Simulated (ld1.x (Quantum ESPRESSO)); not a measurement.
## An all-electron radial function and its pseudo partner (Sn)

Columns: radius, all-electron u(r) and pseudo u(r) of the 5s shell (level -14.08 eV) of tin in the configuration [Kr] 4d10 5s2 5p1.5; PBEsol, scalar-relativistic, ultrasoft scheme, ld1.x (Quantum ESPRESSO) 7.5.

```csv
r (bohr),all-electron,pseudo
0.143,-0.0047,0.0732
0.285,0.2146,0.1457
0.428,-0.0941,0.2184
0.570,-0.3306,0.2899
0.713,-0.3375,0.3607
0.855,-0.1886,0.4289
0.998,0.0215,0.4943
1.140,0.2286,0.5549
1.283,0.4063,0.6100
1.425,0.5425,0.6572
1.568,0.6397,0.6958
1.710,0.7012,0.7238
1.853,0.7341,0.7405
1.995,0.7440,0.7448
2.138,0.7364,0.7364
2.280,0.7159,0.7159
2.423,0.6860,0.6860
2.565,0.6500,0.6500
2.708,0.6099,0.6099
2.850,0.5679,0.5679
2.992,0.5253,0.5253
3.135,0.4828,0.4828
3.278,0.4415,0.4415
3.420,0.4022,0.4022
3.563,0.3647,0.3647
3.705,0.3297,0.3297
```

Problem. How many radial nodes do the two functions have?

Solution. The all-electron 5s function has n − l − 1 = 4 (the table is too coarse to show those close to the nucleus); the pseudo-wave has 0, since the states of the same l below it are removed with the core.

Problem. At about which radius was the pseudo-wave matched?

Solution. 2.15 bohr, where the columns begin to agree (steps of 0.14 bohr).

Problem. Is the pseudo-wave norm-conserving?

Solution. No, it belongs to an ultrasoft set: the norm inside the radius is not constrained, and the difference is carried by the augmentation charge.
